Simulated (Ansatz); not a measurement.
Coupled-cluster diagnostics for Na3Cl3⁺, Ansatz.

Geometry of the doublet (B3LYP-D4/def2-SVP):

```csv
atom,x (Å),y (Å),z (Å)
Na1,-0.279,2.647,-1.830
Na2,1.660,-1.231,-0.110
Na3,-1.477,-0.607,1.356
Cl4,0.512,1.491,0.442
Cl5,0.275,-2.326,1.612
Cl6,-0.690,0.026,-1.470
```

Correlated methods freeze 18 core orbitals; core or outer-core shells of Na are correlated, in sets that lack core-valence functions. In the doublet, Cl4 and Cl6 lie 2.69 Å apart (atoms count from 1), so these atoms are partly bonded to each other. Another isomer (doublet) lies 0.33 eV lower at PBE0-D4/def2-TZVP; other spin states weren't run for this one.

(1) Estimate the CCSD(T) correlation energy, the shares of MP2 and (T), T1 and the reference's ⟨S²⟩ for: charge 1, doublet, own geometry in def2-SVP; and the rough time on 4 threads of Intel Xeon on a shared host.

Answers

(1) 
```json
{"state": "charge 1, doublet, own geometry", "basis": "def2-SVP", "correlation (eV)": "-12.616", "MP2 share (%)": "90.1", "(T) share (%)": "1.8", "T1": "0.006", "⟨S²⟩ (pure)": "0.77 (0.75)", "wall time": "42 s", "remarks": "flagged by the program"}
```
Customary marks for T1 are 0.02 (closed shells), 0.045 (open shells) and about 0.05 (3d metals). T1 stays under 0.02 throughout.
